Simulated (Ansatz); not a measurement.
Frontier orbitals of C$_{2}$H$_{6}$OSn (`C[O][Sn][CH3]`).

Cartesian coordinates in Å:
```
C -0.0751 -0.9538 -1.3289
O -0.7001 -1.4840 -0.1961
Sn -0.8775 -0.7241 1.6232
C 0.1983 1.1557 1.2655
H 0.7021 -1.6413 -1.6841
H 0.3946 0.0216 -1.1505
H -0.8046 -0.8326 -2.1389
H -0.2851 1.7392 0.4761
H 1.2301 0.9634 0.9557
H 0.2173 1.7560 2.1779
```

The species carries charge 0 and has multiplicity 1. Correlated methods include outer-core shells of Sn, which these sets cover unevenly. Sn: def2 effective core potential. The geometry is a stationary point of PBE0-D4/def2-TZVP. It is one conformer, not always the lowest. Basis def2-TZVPP, Ansatz.

| functional | HOMO (eV) | LUMO (eV) | gap (eV) |
| --- | --- | --- | --- |
| LDA (SPW92) | -5.58 | -3.01 | 2.57 |
| PBE | -5.40 | -2.78 | 2.62 |
| BLYP | -5.27 | -2.73 | 2.54 |
| PBE0 | -6.43 | -2.10 | 4.33 |
| r2SCANh | -6.02 | -2.44 | 3.58 |
| r2SCAN0 | -6.60 | -2.05 | 4.55 |
| HSE06 (plane-wave form) | -6.04 | -2.46 | 3.58 |
| ωB97M-V | -8.52 | -0.40 | 8.12 |

**Question.** What is the vertical ionisation energy at frozen-core CCSD(T)/def2-TZVPP? (Best estimate.)

**Answer.** Computed: 8.52 eV (T1 of the cation 0.022).

From PBE to PBE0 the HOMO moves by −1.03 eV and the LUMO by +0.68 eV, and with ωB97M-V by −3.12 and +2.38 eV, so the gap grows from 2.62 to 8.12 eV with exact exchange. −ε(HOMO) differs from that ionisation energy by −3.11 eV with PBE and +0.01 eV with ωB97M-V.
